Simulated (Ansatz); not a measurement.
Consider the atomization: `[OH][GeH2][SiH](O)O` → Ge• + 6 H• + 3 O• + Si•.

Computed with Ansatz on PBE0-D4/def2-TZVP structures; ΔE is electronic, products minus reactants. CCSD(T)/CBS is the MP2 limit (def2-TZVPP, def2-QZVPP) plus CCSD(T) − MP2 in def2-TZVPP, frozen cores. This one scheme is used for every species, atoms too. DFT in def2-TZVPP. No spin–orbit coupling; open shells (•) take unrestricted orbitals. Spin–orbit coupling would lower the free atoms: a little for O, Si; clearly for Ge. Bonds to Ge are less sure, by a few kJ/mol each and by 10 to 20 or more in all where they break to atoms, as the def2 sets lack core-valence functions. Scalar relativity is left out up to krypton. Each species was taken in one conformer, which may not be the lowest.

What is ΔE at CCSD(T)/CBS? (Best estimate.)

The calculation gave: +39.91 eV.

What do these levels give: ωB97X-V, PBE, SCS-MP2/def2-TZVPP, CCSD(T)/def2-TZVPP, SCS-MP2/def2-QZVPP, MP2/CBS(def2)? (Best estimate.)

The calculation gave: ωB97X-V 39.75, PBE 39.58, SCS-MP2/def2-TZVPP 39.27, CCSD(T)/def2-TZVPP 38.72, SCS-MP2/def2-QZVPP 40.07, MP2/CBS(def2) 40.69 eV.

Largest T1 diagnostic among the species: 0.012.

In def2-TZVPP, CCSD(T) changes the Hartree–Fock value by +11.23 eV (the triples alone add +0.62 eV) and MP2 by +12.00 eV; breaking electron pairs costs correlation energy, which Hartree–Fock lacks. The D4 term adds +0.40 eV with B3LYP and +0.21 eV with PBE0; it sums over pairs of atoms, weighted by their polarisabilities, and B3LYP, whose exchange is more repulsive, gets the larger term. From PBE to PBE0 (25 % exact exchange), in def2-TZVPP and without D4, ΔE moves by −0.85 eV: exact exchange takes away binding that semilocal exchange gives to molecules.

B3LYP here is the variant with VWN-RPA as its local correlation; programs differ in this.

For atomizations the MP2-based limit and the directly extrapolated one differ by several kJ/mol either way, and by 10 to 25 for some Ge, Se and Sn compounds, so smaller differences from it don't rank the levels.
